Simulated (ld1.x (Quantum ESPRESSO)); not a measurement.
Building the PAW potential for Ni (LDA (PZ), scalar-relativistic).

Ni (Z = 28), PAW, made with ld1.x (Quantum ESPRESSO) 7.5 (LDA (PZ), scalar-relativistic). Core [Ar], reference 3d8 4s2 4p0. Waves: 4s (bound): rcut 1.75, rcutus 1.90 bohr; 4s channel at 3.65 Ry: rcut 1.75, rcutus 1.90 bohr; 4p (bound, empty): rcut 2.55, rcutus 3.20 bohr; 4p channel at 1 Ry: rcut 2.55, rcutus 3.20 bohr; 3d (bound): rcut 0.70, rcutus 0.90 bohr; 3d channel at 0.2 Ry: rcut 0.70, rcutus 0.90 bohr. Local part: all-electron potential smoothed inside 1.65 bohr (lloc = -1). Core correction: Bessel-smoothed model core inside 0.65 bohr. Augmentation charge: BESSEL, radius 0.70 bohr.

All-electron outer shells of the reference configuration (LDA (PZ), scalar-relativistic, ld1.x):

| shell | level (eV) | outermost node (bohr) | outermost maximum (bohr) |
| --- | --- | --- | --- |
| 3s | -110.50 | 0.30 | 0.64 |
| 3p | -71.26 | 0.27 | 0.65 |
| 3d | -9.14 | – | 0.63 |
| 4s | -5.87 | 0.92 | 2.21 |
| 4p | -1.34 | 1.00 | 3.14 |

Estimate the cutoffs (Ry, on a coarse ladder) from which the occupation-weighted sum of valence levels, in a spherical-Bessel basis at the reference potential, stays within 10 and 1 mRy of its value at 400 Ry.

180 Ry and 260 Ry.

Does the potential have ghost states?

No extra level below or beside the all-electron valence levels (s, p, d, f tested).

Is the overlap operator S = 1 + Σ q|β⟩⟨β| positive definite (Bessel basis up to 400 Ry)?

Yes: its lowest eigenvalue is 0.52 (p channel).

Which valence shell sets the plane-wave cutoff?

3d: its level needs 180 Ry to come within 1 mRy, against 10 Ry for 4s.

Tests: 3d8 4s1 4p0; 3d8 4s0 4p0; 3d7 4s0 4p0; 3d9 4s1 4p0; 3d8.5 4s1.5 4p0; 3d8 4s0 4p2; 3d6 4s0 4p0. Which has the largest error in its energy relative to the reference configuration, and how large is it?

3d6 4s0 4p0, with -1235 meV (all-electron minus pseudo) on +122.93 eV.
